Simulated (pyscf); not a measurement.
Optimised with ωB97X-D3(BJ)/def2-SVP in PySCF.

**Question.** How much does it cost (ΔH, 298 K, ωB97M-D3(BJ)/def2-TZVP) to split H₂C=C=CH–CH₂–Br at its C–C bond into HC≡C–CH₂• + •H₂C–Br?

**Answer.** C–C to HC≡C–CH₂• + •H₂C–Br: 79.5 kcal/mol. The 7 functionals that were run give +71.5 (r²SCAN) to +80.6 kcal/mol (M06-2X). The radicals are drawn with the spin at the cut bond; how far it spreads was not checked. H₂C=C=CH–CH₂–Br lies 11.4 kcal/mol over its isomer H₂C=CH–C(=CH₂)–Br (electronic energy, ωB97M-D3(BJ)). Other isomers of HC≡C–CH₂• were not searched in full and may lie lower. Elements up to Kr have no core potential and no relativistic terms here.
